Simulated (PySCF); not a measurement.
bromotrifluoromethane cation (CBrF3), SMILES FC(F)(F)Br (connectivity only; charge and spin as stated), charge +1, multiplicity 2.

Geometry: B3LYP-D3(BJ)/def2-SVP. The spin state was assumed, not searched.

The numbers are results of PySCF with SMD-M06-2X/def2-SVP, not measurements.

Solvation free energies are E(SMD) − E(gas) at the gas-phase geometry, for 1 M in both phases. Bromine has the revised SMD18 radius of 2.60 Å.

Question: Rank water, chloroform, tetrahydrofuran by solvation free energy, most negative first.

Answer: water (-55.9 kcal/mol), tetrahydrofuran (-51.4 kcal/mol), chloroform (-47.2 kcal/mol)
